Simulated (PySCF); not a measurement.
Excitation energy of Tc²⁺ by level of theory

Tc²⁺ [Kr] 4d5 (6S) → Tc²⁺ [Kr] 4d4 5s1 (6D), as a difference of total energies. All numbers are calculated (PySCF 2.14, scalar relativity through the core potential, in def2-QZVPPD with the def2 core potential (28 electrons) (7s5p4d4f2g, 88 functions)). Correlated levels: valence: 4s2 4p6 frozen. The calculations carry no spin-orbit coupling.

| method | excitation energy (eV) |
| --- | --- |
| UHF | 5.702 |
| MP2 (valence) | 5.875 |
| SCS-MP2 (valence) | 5.760 |
| CCSD (valence) | 5.867 |
| CCSD(T) (valence) | 5.867 |

Task: How much does correlation contribute at CCSD(T) (valence)?

Result: 5.867 − (5.702) = 0.165 eV, measured against UHF.
